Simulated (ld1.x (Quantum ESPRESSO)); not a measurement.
# Before and after: TM potential for sulfur (S)

```json
{
  "Element": "S (Z = 16)",
  "Generator": "ld1.x (Quantum ESPRESSO) 7.5",
  "Type": "norm-conserving Troullier–Martins (Kleinman–Bylander form)",
  "Functional": "Wu–Cohen",
  "Relativity": "scalar-relativistic",
  "Frozen core": "[Ne]",
  "Valence charge": "6",
  "Reference configuration": "3s1.5 3p4.5",
  "Partial waves": "3p (bound): rc 1.65 bohr; 3s (bound): rc 1.10 bohr",
  "Local potential": "the s channel",
  "Core correction": "a·sin(br)/r model core, default radius (core density twice the valence density)"
}
```

All-electron outer shells of the reference configuration (Wu–Cohen, scalar-relativistic, ld1.x):

| shell | level (eV) | outermost node (bohr) | outermost maximum (bohr) |
| --- | --- | --- | --- |
| 2s | -212.11 | 0.13 | 0.39 |
| 2p | -157.21 | – | 0.33 |
| 3s | -17.55 | 0.60 | 1.40 |
| 3p | -7.26 | 0.58 | 1.59 |

Change: local potential the p channel.

Cutoffs: the cutoffs (Ry, on a coarse ladder) from which the occupation-weighted sum of valence levels, in a spherical-Bessel basis at the reference potential, stays within 10 and 1 mRy of its value at 400 Ry; they do not see the model core or the augmentation charge, which bear on the density cutoff. Errors are all-electron minus pseudo energies relative to the spin-unpolarised reference configuration.

Problem. What does the change do?

Solution. The potential gets neither clearly harder nor softer (55 Ry and 140 Ry → 55 Ry and 140 Ry); of the 7 tests that both files solve, the error grows in 1 and shrinks in 4 by more than 15 % and 0.3 meV (median size 4.5 → 2.6 meV); neither file shows a bound ghost.

| quantity | base | changed |
| --- | --- | --- |
| cutoff, loose | 55 Ry | 55 Ry |
| cutoff, tight | 140 Ry | 140 Ry |
| bound ghosts | none | none |
| error for 3s2 3p4, meV [ΔE -5.13 eV] | -0.4 | -0.4 |
| error for 3s2 3p3, meV [ΔE 6.62 eV] | +2.1 | +1.4 |
| error for 3s2 3p2, meV [ΔE 28.89 eV] | +26 | +21 |
| error for 3s2 3p4.3, meV [ΔE -6.83 eV] | +0.4 | +0.1 |
| error for 3s2 3p0, meV [ΔE 109.77 eV] | +230 | +207 |
| error for 3s0 3p6, meV [ΔE 15.57 eV] | -4.5 | -5.2 |
| error for 3s1 3p4, meV [ΔE 17.47 eV] | +4.6 | +2.6 |
| s: phases at 1.79 bohr within 0.05 rad from the reference energy up to (Ry; the scan ends near 5) | 3.7 | 4.4 |
| p: phases at 1.79 bohr within 0.05 rad from the reference energy up to (Ry; the scan ends near 5) | 5.0 | to the end of the scan |
